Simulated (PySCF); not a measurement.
**`InChI=1S/C7H8/c1-4-7-5(2)6(7)3/h1,6-7H,2H2,3H3/t6-,7+/m0/s1`**

Molfile (atoms numbered from 1):
```
C7H8
     RDKit          3D

 15 15  0  0  0  0  0  0  0  0999 V2000
    2.1203   -0.1054   -1.6487 C   0  0  0  0  0  0  0  0  0  0  0  0
    0.9942    0.1095   -1.3006 C   0  0  0  0  0  0  0  0  0  0  0  0
   -0.3428    0.3665   -0.8687 C   0  0  2  0  0  0  0  0  0  0  0  0
   -0.5745    0.9200    0.4822 C   0  0  0  0  0  0  0  0  0  0  0  0
   -0.4356    1.9372    1.2905 C   0  0  0  0  0  0  0  0  0  0  0  0
   -0.9640   -0.4715    0.2555 C   0  0  2  0  0  0  0  0  0  0  0  0
   -0.1776   -1.5940    0.8884 C   0  0  0  0  0  0  0  0  0  0  0  0
    3.1023   -0.2895   -1.9665 H   0  0  0  0  0  0  0  0  0  0  0  0
   -1.0026    0.6886   -1.6693 H   0  0  0  0  0  0  0  0  0  0  0  0
   -0.7575    1.8877    2.3189 H   0  0  0  0  0  0  0  0  0  0  0  0
    0.0015    2.8675    0.9636 H   0  0  0  0  0  0  0  0  0  0  0  0
   -2.0237   -0.6832    0.1503 H   0  0  0  0  0  0  0  0  0  0  0  0
   -0.2523   -2.4976    0.2853 H   0  0  0  0  0  0  0  0  0  0  0  0
   -0.5634   -1.8083    1.8837 H   0  0  0  0  0  0  0  0  0  0  0  0
    0.8713   -1.3194    0.9708 H   0  0  0  0  0  0  0  0  0  0  0  0
  1  2  3  0
  2  3  1  0
  3  4  1  0
  4  5  2  0
  4  6  1  0
  6  7  1  0
  6  3  1  0
  1  8  1  0
  3  9  1  6
  5 10  1  0
  5 11  1  0
  6 12  1  6
  7 13  1  0
  7 14  1  0
  7 15  1  0
M  END
```

Method used: GIAO HF/pcSseg-1 magnetisability, rotational g tensor and spin-rotation constants, non-relativistic, gas phase (PySCF 2.14.0). Geometry: GFN2-xTB.

(1) Give the nuclear spin-rotation constants along the inertial axes (H = +C I·J) beside the isotropic shieldings.

(2) How do the rotational constants and the g tensor change when H8, H9, H10, H11, H12, H13, H14, H15 are replaced by deuterium?

## Answers

(1) Rotational constants 3.6458, 2.3138, 1.7159 GHz. A star marks the isotopologue with that one atom substituted, in its own axes.
| atom | isotope | Caa (kHz) | Cbb (kHz) | Ccc (kHz) | mean (kHz) | σ (ppm) |
| --- | --- | --- | --- | --- | --- | --- |
| H8 | 1H | -0.073 | -0.264 | -0.150 | -0.162 | 30.5 |
| H9 | 1H | -0.388 | -0.231 | 0.007 | -0.204 | 30.4 |
| H10 | 1H | 0.123 | -0.207 | -0.122 | -0.069 | 26.4 |
| H11 | 1H | -0.334 | 0.165 | -0.180 | -0.116 | 26.3 |
| H12 | 1H | -0.300 | -0.186 | -0.073 | -0.186 | 30.7 |
| H13 | 1H | -0.253 | -0.091 | -0.150 | -0.165 | 30.6 |
| H14 | 1H | -0.074 | -0.198 | -0.157 | -0.143 | 30.6 |
| H15 | 1H | -0.296 | -0.197 | -0.066 | -0.186 | 31.1 |
| C1 | 13C* | 0.352 | 0.708 | 0.411 | 0.490 | 118.9 |
| C2 | 13C* | 0.278 | 0.819 | 0.477 | 0.525 | 106.1 |
| C3 | 13C* | 0.495 | 0.266 | 0.130 | 0.297 | 189.5 |
| C4 | 13C* | 1.366 | 0.986 | 0.286 | 0.879 | 49.6 |
| C5 | 13C* | 1.069 | 0.803 | 0.270 | 0.714 | 85.0 |
| C6 | 13C* | 0.395 | 0.408 | 0.141 | 0.315 | 180.7 |
| C7 | 13C* | 0.480 | 0.291 | 0.213 | 0.328 | 177.3 |

For the geometry as given, no vibrational averaging.

(2) Constants 2.9216, 1.9919, 1.4706 GHz; g -0.0016, -0.0049, 0.0042, against -0.0021, -0.0057, 0.0050 before.
